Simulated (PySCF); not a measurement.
# Dipole moment and polarisability of `C[SiH2]SC(=C=O)C=O`

C4H6O2SSi.
Cartesian coordinates in Å at the GFN2-xTB level; atoms count from 1:
```
atom  x, y, z in Å
C1    -1.426    1.643   -0.467
Si2   -1.512   -0.086    0.305
S3    -0.238   -1.578   -0.707
C4     1.410   -1.146   -0.144
C5     2.365   -1.887   -0.656
O6     3.161   -2.566   -1.142
C7     1.568   -0.076    0.789
O8     0.644    0.592    1.210
H9    -0.549    2.201   -0.157
H10   -2.303    2.207   -0.167
H11   -1.427    1.584   -1.553
H12   -1.559   -0.305    1.741
H13   -2.735   -0.703   -0.246
H14    2.600    0.118    1.113
```

Level: wB97X-D/def2-SVPD (PySCF), static field, nuclei fixed, core orbitals frozen in the response. The polarisability tensor in these axes (au):

```
x   123.12 -23.34  -8.68
y   -23.34 103.56  15.02
z    -8.68  15.02  84.28
```

**Question.** Diagonalise the tensor; give its mean and Δα, where Δα² is half the sum of the squared differences of the eigenvalues.

**Answer.** Principal values 75.65, 92.45 and 142.85 au; mean 103.65 au = 15.36 Å³ = 17.09 × 10⁻⁴⁰ C²·m²/J; Δα = 60.57 au (58 % of the mean).

**Question.** What is the dipole moment, and where does it point?

**Answer.** (2.07, 0.79, 0.23) D, 2.23 D in size, pointing from the negative to the positive side. Measured along this direction, the outermost atoms are H13 at the negative end and H14 at the positive end.

**Question.** What depolarisation ratio follows for Rayleigh scattering of linearly polarised light, taking the static tensor?

**Answer.** ρ = 3Δα²/(45ᾱ² + 4Δα²) = 11007.5/(483466 + 14676.6) = 0.0221.

**Question.** Estimate the molar refractivity from the static electronic polarisability.

**Answer.** Lorentz–Lorenz: R = (4π/3)N_A α = 2.5225 cm³/(mol·Å³) × 15.36 Å³ = 38.7 cm³/mol, in the limit of long wavelengths.

**Question.** What would n − 1 = 2πNα be for an ideal gas of these molecules at 500 K and 1 atm, electronic part alone?

**Answer.** N = p/kT = 1.4678 × 10¹⁹ cm⁻³, so n − 1 = 2π × N × 15.36 × 10⁻²⁴ cm³ = 1417 × 10⁻⁶ at long wavelengths, for an ideal gas.

**Question.** What are the principal values of the traceless quadrupole moment, Θ = ½Σq(3rr − r²1), about the centre of nuclear charge?

**Answer.** -6.39, -0.88, 7.28 D·Å. The values depend on the origin, since the dipole doesn't vanish. The electronic extent ⟨r²⟩ about the same centre is 1485 bohr², a root-mean-square distance of 2.34 Å for the 76 electrons.

**Question.** Along which axes do the principal values lie, and how far do the nuclei extend along each?

**Answer.** Largest value along (0.78, -0.56, -0.26), where the nuclei span 7.23 Å; middle along (0.61, 0.62, 0.49), 4.44 Å; least along (-0.12, -0.54, 0.83), 3.78 Å. The response follows the extents in order.

Isolated species at its GFN2-xTB geometry (one conformer only).
